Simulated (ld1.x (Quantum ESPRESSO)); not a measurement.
**Which change was made? (Pd, RRKJ)**

- Element: Pd (Z = 46)
- Generator: ld1.x (Quantum ESPRESSO) 7.5
- Type: norm-conserving RRKJ (Kleinman–Bylander form)
- Functional: LDA (PZ)
- Relativity: scalar-relativistic
- Frozen core: [Ar] 3d10
- Valence charge: 18
- Reference configuration: 4s2 4p6 4d10 5s0 5p0
- Partial waves: 4s (bound): rc 1.40 bohr; 4p (bound): rc 1.10 bohr; 4d (bound): rc 1.50 bohr
- Local potential: all-electron potential smoothed inside 1.20 bohr (lloc = -1)
- Core correction: a·sin(br)/r model core inside 0.55 bohr
- rho0: 0.02

Cutoffs, loose and tight: the cutoffs (Ry, on a coarse ladder) from which the occupation-weighted sum of valence levels, in a spherical-Bessel basis at the reference potential, stays within 10 and 1 mRy of its value at 400 Ry. They do not see the model core or the augmentation charge, which bear on the density cutoff. Test errors are all-electron minus pseudo excitation energies from the reference, over the configurations 4s2 4p6 4d9 5s0 5p0; 4s2 4p6 4d8 5s0 5p0; 4s2 4p6 4d7 5s0 5p0; 4s2 4p6 4d9 5s0 5p1; 4s2 4p6 4d9 5s1 5p0; 4s1 4p6 4d10 5s0 5p0; 4s2 4p5 4d10 5s0 5p0 (two spin-polarised tests are not counted in the largest error); variants that change the core or the reference have their own tests. The largest error is taken over the tests solved by every variant that gives reliable tests at all, those not shown here included: 4s1 4p6 4d10 5s0 5p0; 4s2 4p5 4d10 5s0 5p0; 4s2 4p6 4d7 5s0 5p0; 4s2 4p6 4d8 5s0 5p0; 4s2 4p6 4d9 5s0 5p0; 4s2 4p6 4d9 5s0 5p1.

The base gives: outcome: generated; cutoff, loose: 120 Ry; cutoff, tight: 180 Ry; bound ghosts: none; largest test error (meV): -82.

(1) After one change the result is: outcome: generated; cutoff, loose: 55 Ry; cutoff, tight: 80 Ry; bound ghosts: s; largest test error (meV): -188. Which change was it?
A. all radii but the core radius scaled by about 1.10 (s 1.54, p 1.22, d 1.66 bohr); local potential all-electron potential smoothed inside 1.32 bohr (lloc = -1)
B. all radii but the core radius scaled by about 0.80 (s 1.12, p 0.88, d 1.20 bohr); local potential all-electron potential smoothed inside 0.96 bohr (lloc = -1)
C. all radii but the core radius scaled by about 1.23 (s 1.72, p 1.34, d 1.84 bohr); local potential all-electron potential smoothed inside 1.48 bohr (lloc = -1)
D. all radii but the core radius scaled by about 1.34 (s 1.88, p 1.48, d 2.02 bohr); local potential all-electron potential smoothed inside 1.62 bohr (lloc = -1)

Results:

(1) D. The others give: all radii but the core radius scaled by about 1.23 (s 1.72, p 1.34, d 1.84 bohr); local potential all-electron potential smoothed inside 1.48 bohr (lloc = -1) → outcome: generated; cutoff, loose: 80 Ry; cutoff, tight: 120 Ry; bound ghosts: none; largest test error (meV): -122 | all radii but the core radius scaled by about 0.80 (s 1.12, p 0.88, d 1.20 bohr); local potential all-electron potential smoothed inside 0.96 bohr (lloc = -1) → outcome: generated; cutoff, loose: 140 Ry; cutoff, tight: 230 Ry; bound ghosts: s; largest test error (meV): -32 | all radii but the core radius scaled by about 1.10 (s 1.54, p 1.22, d 1.66 bohr); local potential all-electron potential smoothed inside 1.32 bohr (lloc = -1) → outcome: generated; cutoff, loose: 100 Ry; cutoff, tight: 160 Ry; bound ghosts: none; largest test error (meV): -104.
